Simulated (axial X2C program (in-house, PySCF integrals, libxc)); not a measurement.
**Potential curves of KTe, with spin–orbit coupling**

All values were computed with an in-house all-electron X2C program for linear molecules (integrals from PySCF). Two-component (2c) means X2C with spin–orbit coupling and atomic mean-field two-electron Coulomb and Gaunt terms. Basis: Te dyall-cv3z [11s12p8d4f1g], K dyall-cv3z [11s12p6d3f] (cores contracted in-house); Gaussian nuclei, density fitting, unrestricted open shells. Masses: Te 129.906 u, K 38.964 u.

State: Ω = 3/2 (⟨Sz⟩ = 0.50, ⟨Lz⟩ = 1.00 at HF). Energies in eV from the fragments at the same level (Te + K). Fits are polynomials in 1 − R0/R over 0.85 to 1.23 times the lowest point R0.

```csv
R (Å),CCSD
2.8838,-1.7926
2.9789,-1.9064
3.0739,-1.9684
3.1690,-1.9908
3.2799,-1.9791
3.3908,-1.9377
3.5334,-1.8544
```

Correlated methods: 15 electrons correlated (number of frozen shells: Te 4 s, 3 p, 2 d; K 2 s, 1 p), 287 virtual spin orbitals or spinors in MP2, 90 natural virtuals in coupled cluster.

One determinant describes the state; a PBE0 search over occupations chose it and may have missed a lower one. Dissociation energies refer to the lowest single-determinant-based atoms at the same level and basis. CCSD ran in a truncated set of natural virtual spinors with an MP2 remainder; without triples it tends to underbind. Other states lie close and PBE0, whose exact exchange favours high spin, may order them wrongly; the determinant shown need not be the ground state. The nearest other 2c determinant of the search, Ω = 1/2, lies 0.25 eV up at the distance of the search. With the outer-core shells frozen, correlated bond lengths of heavy atoms tend to come out a few hundredths of an ångström too long. Coupled cluster ran on the points near the minimum only. MP2 and coupled cluster on one determinant become unreliable at the stretched end.

Task: Fit the CCSD curve near its minimum: give the equilibrium distance, the harmonic wavenumber and the well depth.

Result: At CCSD, 2c: Re = 3.188 Å, ωe ≈ 169 cm⁻¹, De = 1.99 eV to Te + K; Be follows as 0.0553 cm⁻¹.
